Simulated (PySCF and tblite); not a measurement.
Results of a calculation; reference values are marked as such.
C5H4O2, numbered as in [O:1]=[CH:2][c:3]1[cH:4][cH:5][o:6][cH:7]1.

Search: ETKDG and KDG, MMFF94s, GFN2-xTB, 90 starts; geometries at PBE0-D3(BJ)/def2-SVP. Free energies are B3LYP-D3(BJ)/def2-TZVP (IEF-PCM, chloroform) single points with GFN2-xTB rigid-rotor and vibrational terms (modes under about 100 cm⁻¹ blended into free rotors). Symmetry numbers and mirror images are counted. Conformers within 3 kcal/mol (GFN2-xTB free energy) were kept, 8 at most. Couplings: B3LYP/pcJ-1 (gas phase; spin-dipole term only for pairs with B, N, F, Si or P). Couplings are for ¹³C, ¹H, ¹⁷O. Codes: tblite and PySCF.

Torsions listed: O1–C2–C3–C4.

```
conformer  shape  weight %
        1     0°      89.9
        2  -179°      10.1
```

Task: Give the couplings in each conformer and the averages at 298.15 K (pairs that fast motion interchanges averaged).

Result: 
```json
{"coupling": "¹J(O1,C2)", "pairs": "1", "1": "32.5", "2": "33.0", "average (Hz)": "32.6"}
{"coupling": "²J(O1,C3)", "pairs": "1", "1": "-1.4", "2": "-0.7", "average (Hz)": "-1.3"}
{"coupling": "³J(O1,C4)", "pairs": "1", "1": "-1.0", "2": "-1.2", "average (Hz)": "-1.0"}
{"coupling": "³J(O1,C7)", "pairs": "1", "1": "-1.9", "2": "-2.0", "average (Hz)": "-1.9"}
{"coupling": "²J(O1,H2)", "pairs": "1", "1": "-4.2", "2": "-4.3", "average (Hz)": "-4.2"}
{"coupling": "¹J(C2,C3)", "pairs": "1", "1": "66.9", "2": "66.6", "average (Hz)": "66.9"}
{"coupling": "³J(C2,O6)", "pairs": "1", "1": "-1.0", "2": "-1.2", "average (Hz)": "-1.1"}
{"coupling": "¹J(C2,H2)", "pairs": "1", "1": "176.7", "2": "177.7", "average (Hz)": "176.8"}
{"coupling": "³J(C2,H4)", "pairs": "1", "1": "1.6", "2": "2.2", "average (Hz)": "1.6"}
{"coupling": "³J(C2,H7)", "pairs": "1", "1": "1.5", "2": "1.1", "average (Hz)": "1.5"}
{"coupling": "¹J(C3,C4)", "pairs": "1", "1": "55.8", "2": "56.3", "average (Hz)": "55.9"}
{"coupling": "²J(C3,O6)", "pairs": "1", "1": "1.6", "2": "1.6", "average (Hz)": "1.6"}
{"coupling": "¹J(C3,C7)", "pairs": "1", "1": "73.5", "2": "73.8", "average (Hz)": "73.5"}
{"coupling": "²J(H2,C3)", "pairs": "1", "1": "30.1", "2": "28.6", "average (Hz)": "30.0"}
{"coupling": "²J(C3,H4)", "pairs": "1", "1": "3.5", "2": "4.4", "average (Hz)": "3.6"}
{"coupling": "³J(C3,H5)", "pairs": "1", "1": "5.9", "2": "5.6", "average (Hz)": "5.9"}
{"coupling": "²J(C3,H7)", "pairs": "1", "1": "12.4", "2": "11.8", "average (Hz)": "12.4"}
{"coupling": "¹J(C4,C5)", "pairs": "1", "1": "76.3", "2": "76.8", "average (Hz)": "76.3"}
{"coupling": "²J(C4,O6)", "pairs": "1", "1": "1.8", "2": "1.6", "average (Hz)": "1.8"}
{"coupling": "³J(H2,C4)", "pairs": "1", "1": "4.4", "2": "0.2", "average (Hz)": "4.0"}
{"coupling": "¹J(C4,H4)", "pairs": "1", "1": "191.8", "2": "185.3", "average (Hz)": "191.2"}
{"coupling": "²J(C4,H5)", "pairs": "1", "1": "13.7", "2": "13.7", "average (Hz)": "13.7"}
{"coupling": "³J(C4,H7)", "pairs": "1", "1": "5.0", "2": "5.2", "average (Hz)": "5.1"}
{"coupling": "¹J(C5,O6)", "pairs": "1", "1": "27.3", "2": "27.4", "average (Hz)": "27.4"}
{"coupling": "²J(H4,C5)", "pairs": "1", "1": "12.5", "2": "11.2", "average (Hz)": "12.4"}
{"coupling": "¹J(C5,H5)", "pairs": "1", "1": "215.3", "2": "215.8", "average (Hz)": "215.3"}
{"coupling": "³J(C5,H7)", "pairs": "1", "1": "8.3", "2": "8.6", "average (Hz)": "8.3"}
{"coupling": "¹J(O6,C7)", "pairs": "1", "1": "26.9", "2": "27.4", "average (Hz)": "27.0"}
{"coupling": "³J(H4,O6)", "pairs": "1", "1": "-4.0", "2": "-3.8", "average (Hz)": "-4.0"}
{"coupling": "²J(H5,O6)", "pairs": "1", "1": "-21.6", "2": "-21.1", "average (Hz)": "-21.5"}
{"coupling": "²J(O6,H7)", "pairs": "1", "1": "-20.6", "2": "-21.5", "average (Hz)": "-20.7"}
{"coupling": "³J(H2,C7)", "pairs": "1", "1": "-0.2", "2": "6.4", "average (Hz)": "0.4"}
{"coupling": "³J(H4,C7)", "pairs": "1", "1": "6.5", "2": "6.5", "average (Hz)": "6.5"}
{"coupling": "³J(H5,C7)", "pairs": "1", "1": "7.4", "2": "7.1", "average (Hz)": "7.3"}
{"coupling": "¹J(C7,H7)", "pairs": "1", "1": "211.7", "2": "219.3", "average (Hz)": "212.5"}
{"coupling": "⁴J(H2,H4)", "pairs": "1", "1": "-0.6", "2": "0.0", "average (Hz)": "-0.6"}
{"coupling": "⁵J(H2,H5)", "pairs": "1", "1": "0.9", "2": "0.0", "average (Hz)": "0.8"}
{"coupling": "³J(H4,H5)", "pairs": "1", "1": "2.4", "2": "2.4", "average (Hz)": "2.4"}
{"coupling": "⁴J(H4,H7)", "pairs": "1", "1": "0.6", "2": "0.6", "average (Hz)": "0.6"}
{"coupling": "⁴J(H5,H7)", "pairs": "1", "1": "1.3", "2": "1.5", "average (Hz)": "1.3"}
```

Only couplings over up to 5 bonds are listed; longer-range ones, if any, are left out.
